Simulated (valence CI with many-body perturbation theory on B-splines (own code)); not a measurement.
**In⁴⁴⁺: calculated level list**

Method: relativistic CI+MBPT: three valence electrons over a frozen Dirac-Fock core [He], radial functions for each j: 9 s, 9 p, 8 d, 6 f, 3 g, 1 h, with the one-electron correlation potential Σ1 (screened to all orders), the two-electron term Σ2, the three-electron term Σ3, Breit, model QED; selected single and double excitations, second order for the rest, scaled by the run's own slope (own B-spline code, finite nucleus).

No measured spectrum was set against this ion. As an estimate, large intervals hold to a few tenths of a per cent, small ones and those within an open d or f shell to about a per cent.

Levels 1 to 45 of 47, with energies above the lowest level, (2s^2 2p1/2) J=1/2. "Leading %" is the weight of the configuration and term that name the level; weights of strongly mixed levels are sums over their largest components and can fall short, so below about 35 % the name and the second component can differ from the true leading terms, or belong to a minority configuration. In the jj column 3d3/2^4 stands for four electrons in 3d with j = 3/2.

```tsv
No.	Configuration	Term	J	E (eV)	Leading %	g	Second component	Leading jj
1	2s2 2p	2P°	1/2	0.0	100	0.646		2s^2 2p1/2 (100 %)
2	2s 2p2	4P	1/2	140.9	62	2.241	26 % 2s 2p2 2S	2s 2p1/2^2 (96 %)
3	2s2 2p	2P°	3/2	234.1	98	1.319		2s^2 2p3/2 (98 %)
4	2s 2p2	4P	3/2	332.9	93	1.668	5 % 2s 2p2 2D	2s 2p1/2 2p3/2 (99 %)
5	2s 2p2	2D	5/2	361.4	53	1.371	47 % 2s 2p2 4P	2s 2p1/2 2p3/2 (98 %)
6	2s 2p2	2D	3/2	406.4	69	0.954	30 % 2s 2p2 2P	2s 2p1/2 2p3/2 (99 %)
7	2s 2p2	2P	1/2	408.3	72	1.189	24 % 2s 2p2 4P	2s 2p1/2 2p3/2 (96 %)
8	2p3	2P°	3/2	559.7	44	1.382	30 % 2p3 4S°	2p1/2^2 2p3/2 (98 %)
9	2s 2p2	4P	5/2	585.4	53	1.397	47 % 2s 2p2 2D	2s 2p3/2^2 (98 %)
10	2s 2p2	2S	1/2	651.0	71	1.857	16 % 2s 2p2 2P	2s 2p3/2^2 (98 %)
11	2s 2p2	2P	3/2	652.1	68	1.200	26 % 2s 2p2 2D	2s 2p3/2^2 (98 %)
12	2p3	4S°	3/2	766.3	53	1.429	46 % 2p3 2D°	2p1/2 2p3/2^2 (99 %)
13	2p3	2D°	5/2	784.5	100	1.184		2p1/2 2p3/2^2 (100 %)
14	2p3	2P°	1/2	818.8	100	0.646		2p1/2 2p3/2^2 (100 %)
15	2p3	2P°	3/2	1030.5	55	1.279	28 % 2p3 2D°	2p3/2^3 (99 %)
16	2s2 3s	2S	1/2	4171.2	97	1.994		2s^2 3s (97 %)
17	2s2 3p	2P°	1/2	4220.9	95	0.670		2s^2 3p1/2 (95 %)
18	2s 2p 3s	4P°	1/2	4268.2	87	2.407	9 % 2s 2p 3s 2P°	2s 2p1/2 3s (98 %)
19	2s 2p 3s	4P°	3/2	4277.9	39	1.478	37 % 2s2 3p 2P°	2s 2p1/2 3s (62 %)
20	2s2 3p	2P°	3/2	4297.6	60	1.436	28 % 2s 2p 3s 4P°	2s^2 3p3/2 (60 %)
21	2s 2p 3s	2P°	1/2	4302.1	94	0.744	5 % 2s 2p 3s 4P°	2s 2p1/2 3s (97 %)
22	2s 2p 3p	4D	1/2	4310.3	72	0.257	20 % 2s 2p 3p 2P	2s 2p1/2 3p1/2 (99 %)
23	2s2 3d	2D	3/2	4323.7	40	0.991	26 % 2s 2p 3p 4D	2s 2p1/2 3p1/2 (59 %)
24	2s2 3d	2D	3/2	4333.3	58	0.948	20 % 2s 2p 3p 4D	2s^2 3d3/2 (58 %)
25	2s2 3d	2D	5/2	4349.1	97	1.195		2s^2 3d5/2 (97 %)
26	2s 2p 3p	4P	1/2	4351.4	52	2.035	27 % 2s 2p 3p 2S	2s 2p1/2 3p1/2 (97 %)
27	2s 2p 3p	4P	3/2	4387.2	30	1.411	26 % 2s 2p 3p 4D	2s 2p1/2 3p3/2 (99 %)
28	2s 2p 3p	2P	1/2	4400.9	40	1.310	16 % 2s 2p 3p 4P	2s 2p1/2 3p3/2 (86 %)
29	2s 2p 3p	4D	5/2	4405.7	52	1.348	29 % 2s 2p 3p 2D	2s 2p1/2 3p3/2 (96 %)
30	2s 2p 3p	2D	3/2	4408.8	47	1.244	18 % 2s 2p 3p 4S	2s 2p1/2 3p3/2 (98 %)
31	2s 2p 3d	4F°	3/2	4416.3	74	0.548	11 % 2s 2p 3d 2D°	2s 2p1/2 3d3/2 (99 %)
32	2s 2p 3d	4F°	5/2	4433.2	62	1.048	15 % 2s 2p 3d 2F°	2s 2p1/2 3d3/2 (82 %)
33	2s 2p 3d	4D°	1/2	4445.3	58	0.401	29 % 2s 2p 3d 2P°	2s 2p1/2 3d3/2 (91 %)
34	2s 2p 3d	4P°	5/2	4445.5	40	1.346	23 % 2s 2p 3d 4D°	2s 2p1/2 3d5/2 (88 %)
35	2s 2p 3d	4D°	3/2	4447.0	36	1.253	23 % 2s 2p 3d 4P°	2s 2p1/2 3d3/2 (88 %)
36	2p2 3s	4P	1/2	4457.5	46	1.977	22 % 2p2 3s 2S	2p1/2^2 3s (86 %)
37	2s 2p 3d	4F°	7/2	4460.9	44	1.249	30 % 2s 2p 3d 2F°	2s 2p1/2 3d5/2 (97 %)
38	2s 2p 3d	2D°	3/2	4471.1	46	1.042	39 % 2s 2p 3d 2P°	2s 2p1/2 3d5/2 (86 %)
39	2s 2p 3d	2F°	5/2	4471.3	59	1.041	15 % 2s 2p 3d 2D°	2s 2p1/2 3d5/2 (92 %)
40	2p2 3p	4D°	1/2	4492.4	39	0.645	37 % 2p2 3p 2P°	2p1/2^2 3p1/2 (90 %)
41	2s 2p 3s	4P°	5/2	4502.4	98	1.582		2s 2p3/2 3s (98 %)
42	2s 2p 3s	2P°	3/2	4518.4	79	1.395	20 % 2s 2p 3s 4P°	2s 2p3/2 3s (99 %)
43	2s 2p 3p	4P	3/2	4556.6	48	1.632	23 % 2s 2p 3p 4S	2s 2p3/2 3p1/2 (99 %)
44	2s 2p 3p	2D	5/2	4559.3	42	1.340	33 % 2s 2p 3p 4D	2s 2p3/2 3p1/2 (99 %)
45	2s 2p 3s	2P°	1/2	4564.7	92	0.789	7 % 2s 2p 3s 4P°	2s 2p3/2 3s (97 %)
```

The ionisation energy to 2s2 1S_0 of the next ion comes out as 7444.3 eV (NIST: 7442 ± 6 eV (semi-empirical)). All 47 levels together are meant to be complete up to 4593.0 eV.
